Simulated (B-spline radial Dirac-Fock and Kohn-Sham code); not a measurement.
Elastic scattering of 50 eV electrons by neutral germanium

These are calculated numbers from a B-spline atomic structure program; the model is relativistic (Dirac) partial waves in the static field of the Dirac-Fock atom with Furness-McCarthy exchange, without polarisation or absorption potentials. Below a few hundred eV the neglected polarisation potential matters, most of all at small angles.

The run's input, task.json:

```json
{"items": [{
  "Z": 32,
  "q": 0,
  "cfg": [[1, 0, 2], [2, 0, 2], [2, 1, 6], [3, 0, 2], [3, 1, 6], [3, 2, 10], [4, 0, 2], [4, 1, 2]],
  "A": 74,
  "rrms": 4.0742,
  "do": "elastic",
  "energies": [[50, 0]],
  "theta": [0, 1, 2, 3, 5, 7, 10, 15, 20, 25, 30, 40, 50, 60, 70, 80, 90, 100, 110, 120, 130, 140, 150, 160, 170, 180]
}]}
```

Command: `python xray2_run.py task.json out`

```csv
θ (°),dσ/dΩ (a₀²/sr),Sherman function
0,47.5,0.000
1,47.4,0.000
2,47.0,0.000
3,46.3,0.000
5,44.2,0.000
7,41.3,0.001
10,35.6,0.001
15,24.9,0.002
20,15.0,0.003
25,7.68,0.004
30,3.15,0.004
40,0.168,-0.065
50,0.605,-0.037
60,1.17,-0.019
70,1.06,-0.015
80,0.575,-0.019
90,0.190,-0.047
100,0.0721,-0.124
110,0.115,-0.080
120,0.151,-0.055
130,0.131,-0.048
140,0.136,-0.028
150,0.269,-0.006
160,0.531,0.000
170,0.799,0.000
180,0.912,0.000
```

The total elastic cross section is 19.6 a₀², the first transport cross section 4.69 a₀² and the second, weighted with (3/2) sin²θ, 7.06 a₀². The mean deflection is ⟨1 − cos θ⟩ = 0.239, and 5.8 % of the collisions scatter beyond 90°.

On this grid of angles the cross section has minima near 40°, 100°, 130°, from interference among the few low partial waves with large phase shifts.
